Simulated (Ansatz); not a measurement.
Zn(SiH3)(OSiH3) (H₆OSi₂Zn), SMILES [SiH3][O][Zn][SiH3]. Atoms are numbered in the order given.

```xyz
10

Zn    -0.1078     0.3065     0.3182
Si    -1.6418     1.5066     1.6146
H     -2.1930     0.6581     2.7171
H     -2.7910     1.9807     0.7814
H     -0.9986     2.7070     2.2349
O      1.0861    -0.6330    -0.6022
Si     1.6777    -1.0430    -2.0715
H      0.6413    -1.7116    -2.9286
H      2.8271    -1.9906    -1.9295
H      2.1675     0.1541    -2.8349
```

Geometry optimised at PBE0-D3(BJ)/def2-SVP. The structure was generated by enumeration; whether it is a known compound was not checked. The values are those of a single conformer.

Two levels are set side by side: PBE-D3(BJ)/def2-SVP (Ansatz, an electronic-structure program) and PBE0-D3(BJ)/def2-SVP (Ansatz). Each level has its own optimised geometry; the coordinates shown are those of the second. Differences are taken from unrounded values.

```json
[
 {"quantity": "mean bond length (Å)", "PBE0-D3(BJ)": "1.638", "PBE-D3(BJ)": "1.648", "PBE-D3(BJ) minus PBE0-D3(BJ)": "0.010"},
 {"quantity": "bond Zn1–Si2 (Å)", "PBE0-D3(BJ)": "2.340", "PBE-D3(BJ)": "2.331", "PBE-D3(BJ) minus PBE0-D3(BJ)": "-0.008"},
 {"quantity": "bond Zn1–O6 (Å)", "PBE0-D3(BJ)": "1.776", "PBE-D3(BJ)": "1.791", "PBE-D3(BJ) minus PBE0-D3(BJ)": "0.014"},
 {"quantity": "bond O6–Si7 (Å)", "PBE0-D3(BJ)": "1.636", "PBE-D3(BJ)": "1.657", "PBE-D3(BJ) minus PBE0-D3(BJ)": "0.021"},
 {"quantity": "bond Si2–H3 (Å)", "PBE0-D3(BJ)": "1.496", "PBE-D3(BJ)": "1.506", "PBE-D3(BJ) minus PBE0-D3(BJ)": "0.010"},
 {"quantity": "bond Si2–H4 (Å)", "PBE0-D3(BJ)": "1.497", "PBE-D3(BJ)": "1.506", "PBE-D3(BJ) minus PBE0-D3(BJ)": "0.010"},
 {"quantity": "bond Si2–H5 (Å)", "PBE0-D3(BJ)": "1.496", "PBE-D3(BJ)": "1.506", "PBE-D3(BJ) minus PBE0-D3(BJ)": "0.010"},
 {"quantity": "bond Si7–H8 (Å)", "PBE0-D3(BJ)": "1.502", "PBE-D3(BJ)": "1.513", "PBE-D3(BJ) minus PBE0-D3(BJ)": "0.011"},
 {"quantity": "bond Si7–H9 (Å)", "PBE0-D3(BJ)": "1.496", "PBE-D3(BJ)": "1.506", "PBE-D3(BJ) minus PBE0-D3(BJ)": "0.010"},
 {"quantity": "bond Si7–H10 (Å)", "PBE0-D3(BJ)": "1.502", "PBE-D3(BJ)": "1.513", "PBE-D3(BJ) minus PBE0-D3(BJ)": "0.011"}
]
```

GGA bonds tend to be longer and softer than those of functionals with exact exchange. Differences between two approximate levels are no errors against the true value.
